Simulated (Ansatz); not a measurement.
Potential energy curve for LiCl, singlet.

- RHF/cc-pVDZ (Ansatz, a quantum-chemistry and plane-wave program)
- RMP2 = MP2 on RHF/cc-pVDZ, frozen core run with Ansatz
- RCCSD = CCSD on RHF/cc-pVDZ, frozen core run with Ansatz
- UHF/cc-pVDZ (Ansatz)
- RKS-CAM-B3LYP = restricted CAM-B3LYP/cc-pVDZ (Ansatz)
- UKS-CAM-B3LYP = Ansatz with unrestricted CAM-B3LYP/cc-pVDZ
- RKS-PBE0 = Ansatz with restricted PBE0/cc-pVDZ
- UKS-PBE0 = unrestricted PBE0/cc-pVDZ in Ansatz
- RKS-PBE = restricted PBE/cc-pVDZ run with Ansatz
- UKS-PBE = unrestricted PBE/cc-pVDZ in Ansatz
- FCI = full CI/cc-pVDZ, frozen core run with Ansatz

All curves are set to zero at 2.09 Å and compared with full CI in the same basis at 2.09, 2.13, 2.23, 2.31, 2.49, 2.70, 3.02, 3.37, 3.66, 4.05, 4.47, 4.99, 5.43, 6.09, 6.95, 7.99 Å.

Task: Order the methods by the spread of their error (largest minus smallest) over these points.

Result: UKS-CAM-B3LYP has the smallest spread and RCCSD the largest. In order (kcal/mol): UKS-CAM-B3LYP 5.69, RKS-PBE0 9.48, UKS-PBE0 11.91, RKS-PBE 14.00, RKS-CAM-B3LYP 14.43, UKS-PBE 17.66, UHF 18.97, RMP2 19.18, RHF 19.95, RCCSD 23.53.

Errors against full CI at some of the points (kcal/mol):

```json
[
 {"method": "UKS-CAM-B3LYP", "2.70 Å": "2.0", "3.02 Å": "2.0", "4.05 Å": "0.7", "5.43 Å": "-3.5", "7.99 Å": "2.2"},
 {"method": "RKS-PBE0", "2.70 Å": "0.8", "3.02 Å": "0.3", "4.05 Å": "-2.6", "5.43 Å": "-6.3", "7.99 Å": "3.2"},
 {"method": "UKS-PBE0", "2.70 Å": "0.8", "3.02 Å": "0.3", "4.05 Å": "-2.6", "5.43 Å": "-11.1", "7.99 Å": "-7.0"},
 {"method": "RKS-PBE", "2.70 Å": "0.2", "3.02 Å": "-0.7", "4.05 Å": "-5.9", "5.43 Å": "-13.6", "7.99 Å": "-7.9"},
 {"method": "RKS-CAM-B3LYP", "2.70 Å": "2.0", "3.02 Å": "2.0", "4.05 Å": "0.7", "5.43 Å": "0.2", "7.99 Å": "14.2"},
 {"method": "UKS-PBE", "2.70 Å": "0.2", "3.02 Å": "-0.7", "4.05 Å": "-6.0", "5.43 Å": "-17.0", "7.99 Å": "-14.1"},
 {"method": "UHF", "2.70 Å": "0.1", "3.02 Å": "-0.2", "4.05 Å": "-2.0", "5.43 Å": "-15.4", "7.99 Å": "-18.7"},
 {"method": "RMP2", "2.70 Å": "0.1", "3.02 Å": "0.2", "4.05 Å": "0.1", "5.43 Å": "2.1", "7.99 Å": "19.2"},
 {"method": "RHF", "2.70 Å": "0.1", "3.02 Å": "-0.2", "4.05 Å": "-2.0", "5.43 Å": "-1.3", "7.99 Å": "17.5"},
 {"method": "RCCSD", "2.70 Å": "0.1", "3.02 Å": "0.2", "4.05 Å": "0.1", "5.43 Å": "1.4", "7.99 Å": "23.5"}
]
```

The restricted form behind RHF, RMP2, RKS-CAM-B3LYP, RKS-PBE0, RKS-PBE keeps the bonding electrons paired and can't separate into open-shell fragments. The T1 diagnostic of CCSD on the restricted reference of RMP2, RCCSD exceeds 0.045 at 4.99 to 7.99 Å. The unrestricted determinant behind UHF is spin-contaminated at 4.99 to 7.99 Å (<S²> up to 1.0, against 0.00 for a pure singlet). The unrestricted determinant behind UKS-CAM-B3LYP is spin-contaminated at 4.47 to 7.99 Å (<S²> up to 0.7, against 0.00 for a pure singlet). The unrestricted determinant behind UKS-PBE0, UKS-PBE is spin-contaminated at 4.05 to 7.99 Å (<S²> up to 0.6, against 0.00 for a pure singlet).
